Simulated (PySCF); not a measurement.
**Single point on CuCl**

State: ³Σ⁺ (triplet), unpaired electrons σ ↑↑, a second solution, started from another occupation.

An equivalent input (the run itself took its basis sets from the Basis Set Exchange, started from a PBE0 density and held the occupation σ 9α 7β, πx 4α 4β, πy 4α 4β, δx 1α 1β, δy 1α 1β):

```python
from pyscf import gto, dft
mol = gto.M(atom='Cu 0 0 0; Cl 0 0 2.058', basis={'Cu': 'cc-pVDZ-PP', 'Cl': 'cc-pV(D+d)Z'}, ecp={'Cu': 'cc-pVDZ-PP'},
            charge=0, spin=2, verbose=4, symmetry='C2v')
mf = dft.UKS(mol, xc='PBE0')
mf.grids.atom_grid = (80, 434)
mf.grids.prune = dft.gen_grid.treutler_prune
mf.irrep_nelec = {'A1': (10, 8), 'A2': (1, 1), 'B1': (4, 4), 'B2': (4, 4)}
mf.conv_tol = 1e-9
mf.max_cycle = 60
mf.diis_space = 10
mf.kernel()
```

The log (some set-up lines and the per-cycle HOMO/LUMO lines removed):

```
******** <class 'pyscf.dft.uks_symm.SymAdaptedUKS'> ********
method = SymAdaptedUKS
damping factor = 0
level_shift factor = 0
DIIS = <class 'pyscf.scf.diis.CDIIS'>
diis_start_cycle = 1
diis_space = 10
diis_damp = 0
SCF conv_tol = 1e-09
SCF conv_tol_grad = None
SCF max_cycles = 60
number electrons alpha = 19  beta = 17
Set gradient conv threshold to 3.16228e-05
init E= -657.288545989375
cycle= 1 E= -657.274592535174  delta_E= 0.014  |g|= 0.0115  |ddm|= 0.0777
cycle= 2 E= -657.274571074697  delta_E= 2.15e-05  |g|= 0.0165  |ddm|= 0.0477
cycle= 3 E= -657.274659532879  delta_E= -8.85e-05  |g|= 0.00689  |ddm|= 0.0253
cycle= 4 E= -657.27466820671  delta_E= -8.67e-06  |g|= 0.000505  |ddm|= 0.00708
cycle= 5 E= -657.274668322038  delta_E= -1.15e-07  |g|= 0.000211  |ddm|= 0.00136
cycle= 6 E= -657.274668355545  delta_E= -3.35e-08  |g|= 8.48e-05  |ddm|= 0.000639
cycle= 7 E= -657.274668360557  delta_E= -5.01e-09  |g|= 2.98e-05  |ddm|= 0.000211
cycle= 8 E= -657.274668361074  delta_E= -5.18e-10  |g|= 1.03e-05  |ddm|= 7.96e-05
Extra cycle  E= -657.274668361039  delta_E= 3.49e-11  |g|= 2e-05  |ddm|= 2.81e-05
converged SCF energy = -657.274668361039  <S^2> = 2.0031742  2S+1 = 3.0021154
```

Repeating this along the bond gives Re = 2.134 Å and ωe = 396 cm⁻¹.

A point of this curve took 1 CPU seconds beside 0.33 for the integrals, on Intel Xeon Platinum 8488C (shared host).
